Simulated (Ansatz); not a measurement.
Stepwise reaction of `[F][Ti]([Cl])([Cl])[Cl]` with water, as a gas-phase model of exchange steps in deposition or etching. ΔE in kJ/mol; ΔG adds harmonic PBE0-D4 terms to CCSD(T)/CBS, at 1 bar.

Calculated with Ansatz (gas phase, PBE0-D4/def2-TZVP geometries, no zero-point term in ΔE). CCSD(T)/CBS is the MP2 limit (def2-TZVPP, def2-QZVPP) plus CCSD(T) − MP2 in def2-TZVPP, frozen cores. This one scheme is used for every species. Functionals use def2-TZVPP. B3LYP here is the variant with VWN-RPA as its local correlation; programs differ in this. For Ti outer-core shells are correlated without core-valence functions, which leaves a few kJ/mol of doubt a bond. Scalar relativity is left out up to krypton. One conformer a species, not always the lowest.

```tsv
step	reaction	PBE-D4	B3LYP-D4	ωB97M-V	CCSD(T)/CBS	ΔG(600 K)
1	`[F][Ti]([Cl])([Cl])[Cl]` + H₂O → `[OH][Ti]([F])([Cl])[Cl]` + HCl	20.0	16.3	12.3	20.7	0.6
2	`[OH][Ti]([F])([Cl])[Cl]` + H₂O → `[OH][Ti]([OH])([F])[Cl]` + HCl	23.9	21.2	18.6	24.7	17.6
```

Task: Give the row of step 3, `[OH][Ti]([OH])([F])[Cl]` + H₂O → `[OH][Ti]([OH])([OH])[F]` + HCl. (Estimate.)

Result: Computed: 
```tsv
step	reaction	PBE-D4	B3LYP-D4	ωB97M-V	CCSD(T)/CBS	ΔG(600 K)
3	`[OH][Ti]([OH])([F])[Cl]` + H₂O → `[OH][Ti]([OH])([OH])[F]` + HCl	33.3	31.5	30.4	34.4	27.9
```

Task: By hand: ΔE of the 3 steps together at CCSD(T)/CBS.

Result: (20.7) + (24.7) + (34.4) = 79.8 kJ/mol, or 26.6 kJ/mol a step.

In ΔE each step is higher than the one before. All are uphill at CCSD(T)/CBS. ΔG lies between 0.6 and 27.9 kJ/mol a step. PBE-D4 differs from CCSD(T)/CBS by -1.1 to -0.7 kJ/mol a step. Isolated molecules leave out the surface, adducts and barriers. Largest T1 diagnostic: 0.024.
